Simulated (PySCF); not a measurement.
Method: NMR shieldings at PBE0/pcSseg-1/GIAO, GFN2-xTB geometry, in PySCF (one computed conformer, no solvent, non-relativistic, averaged over atoms made equivalent by symmetry, fast rotation or ring inversion).

References, each an isolated molecule treated in the same way: 1H and 13C vs TMS. Shifts are as computed. Against solution values, carbons near 30 ppm lie about +3 ppm off and those near 130 ppm about +5 ppm; carbons on Cl a further +6 ppm. Of 1211 compounds with measured shifts, 218 miss one by over three times the rms of a fit or turn the order of signals round; such compounds aren't used in these exercises. Carbons bonded to Cl come out too deshielded.

Task: Order these molecules by the shift of their most deshielded carbon-bound hydrogen, lowest δ first.
A. CC/C=C(/C)O[SiH2]CF
B. FC1CP(C(F)(F)F)C1
C. C=PN([SiH3])[SiH3]
D. CPc1ccc(Cl)cc1

Result: A (5.00 ppm, hydrogen on an sp3 CH2 bonded to F and Si), B (5.91 ppm, hydrogen on an sp3 CH bonded to F), C (6.84 ppm, hydrogen on a carbon double-bonded to a heavier main-group atom), D (7.64 ppm, hydrogen on an aromatic CH).

Task: Order these molecules by the shift of their most shielded carbon, lowest δ first.
A. FC1CP(C(F)(F)F)C1
B. CC/C=C(/C)O[SiH2]CF
C. CPc1ccc(Cl)cc1
D. C=PN([SiH3])[SiH3]

Result: C (12.8 ppm, methyl carbon bonded to P), B (17.4 ppm, methyl carbon), A (31.5 ppm, sp3 CH2 bonded to P), D (145.3 ppm, carbon double-bonded to a heavier main-group atom).

Task: How many 13C and 1H signals does each give (equivalence by symmetry and fast rotation, but not about amide C–N or C=N bonds)? `C=PN([SiH3])[SiH3]`, `FC1CP(C(F)(F)F)C1`, `CC/C=C(/C)O[SiH2]CF`, `CPc1ccc(Cl)cc1`

Result: C=PN([SiH3])[SiH3]: 1 C, 3 H; FC1CP(C(F)(F)F)C1: 3 C, 3 H; CC/C=C(/C)O[SiH2]CF: 6 C, 6 H; CPc1ccc(Cl)cc1: 5 C, 4 H.
